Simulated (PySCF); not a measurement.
Compound: HI.
InChI=1S/HI/h1H

The calculation used PBE0-D3(BJ)/def2-SVP geometry optimisation, gas phase, def2 core potentials past Kr in PySCF 2.14.0.

Masses are those of the commonest isotopes; rigid-rotor values at the optimised geometry. 

(1) What are the moment of inertia and the rotational constant?

(2) List the first levels of a rigid rotor in a Σ state.

(3) Where do the first rotational lines fall?

(4) Estimate the classical rotational partition function at 200 K, 298.15 K and 500 K.

## Answers

(1) I = 2.614 u·Å², B = 505379 MHz·u·Å²/I = 193306 MHz (6.4480 cm⁻¹, or 9.277 K as hB/k). For two atoms I = μr² with μ = 0.9999 u and r = 1.6170 Å.

(2) E(J) = BJ(J+1): J = 1: 12.896, J = 2: 38.688, J = 3: 77.376, J = 4: 128.960, J = 5: 193.440, J = 6: 270.816 cm⁻¹.

(3) The dipole is 0.66 D; J+1 ← J lies at 2B(J+1): 1 ← 0 at 386.61 GHz, 2 ← 1 at 773.22 GHz, 3 ← 2 at 1159.84 GHz, 4 ← 3 at 1546.45 GHz, 5 ← 4 at 1933.06 GHz, 6 ← 5 at 2319.67 GHz.

(4) Point group C∞v, symmetry number σ = 1; q = kT/(σhB), k/h = 20836.6 MHz/K: 21.6 at 200 K, 32.1 at 298.15 K, 53.9 at 500 K.

Stationary, but not proved a minimum. Constants of a rigid frame at the computed geometry: no zero-point averaging, no centrifugal distortion.

Hardware: one thread of an Arm Neoverse V2, on a shared host. Cost: 1.4 s of wall time, 0.25 GiB resident at most. These figures are those of the optimisation.
